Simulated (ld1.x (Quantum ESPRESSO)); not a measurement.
# u(r) = r·R(r): atom against pseudo-atom (H)

Columns: radius, all-electron u(r) and pseudo u(r) of the 1s shell (level -6.54 eV) of hydrogen in the configuration 1s1; revPBE, non-relativistic, TM scheme, ld1.x (Quantum ESPRESSO) 7.5.

```tsv
r (bohr)	all-electron	pseudo
0.060	0.1093	0.0887
0.120	0.2055	0.1756
0.180	0.2899	0.2591
0.240	0.3635	0.3373
0.300	0.4274	0.4090
0.360	0.4824	0.4729
0.420	0.5295	0.5282
0.480	0.5695	0.5746
0.540	0.6030	0.6122
0.600	0.6307	0.6416
0.660	0.6532	0.6639
0.720	0.6711	0.6800
0.780	0.6849	0.6914
0.840	0.6949	0.6991
0.900	0.7017	0.7039
0.960	0.7055	0.7065
1.020	0.7068	0.7070
1.080	0.7057	0.7057
1.140	0.7026	0.7026
1.200	0.6977	0.6977
1.260	0.6913	0.6913
1.320	0.6835	0.6835
1.380	0.6745	0.6745
1.440	0.6645	0.6645
1.500	0.6536	0.6536
1.560	0.6420	0.6420
```

Task: How many radial nodes do the two functions have?

Result: The all-electron 1s function has n − l − 1 = 0; the pseudo-wave has 0.

Task: At about which radius was the pseudo-wave matched?

Result: 1.20 bohr. The columns agree to 0.0005 from 1.02 bohr on; several derivatives are matched, so the curves merge somewhat inside the radius.

Task: Where does each function peak?

Result: Outermost all-electron maximum near 1.02 bohr, pseudo maximum near 1.02 bohr (to the table’s step).

Task: Is the pseudo-wave norm-conserving?

Result: Yes: the TM scheme keeps the norm inside the radius equal to the all-electron one, which fixes the energy derivative of the logarithmic derivative at the level.
